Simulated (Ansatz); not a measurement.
Consider the substitution at a C–S bond: `BCSCF` + `O[SiH3]` → `BCO[SiH3]` + `FCS`.

Calculated with Ansatz (gas phase, PBE0-D4/def2-TZVP geometries, no zero-point term in ΔE). CCSD(T)/CBS is the MP2 limit (def2-TZVPP, def2-QZVPP) plus CCSD(T) − MP2 in def2-TZVPP, frozen cores. Functionals use def2-TZVPP. One conformer a species, not always the lowest.

```csv
level,ΔE (kcal/mol)
ωB97M-V,12.9
SCS-MP2/def2-TZVPP,13.6
CCSD/def2-TZVPP,12.5
HF/def2-QZVPP,10.4
```

Task: What does CCSD(T)/CBS give? (An estimate is asked.)

Result: Ansatz gave: +14.1 kcal/mol. The listed levels differ from it by -1.2, -0.5, -1.6, -3.7 kcal/mol.

Largest T1 diagnostic among the species: 0.011.

In def2-TZVPP, CCSD(T) changes the Hartree–Fock value by +2.6 kcal/mol (the triples alone add +0.5 kcal/mol) and MP2 by +4.6 kcal/mol.
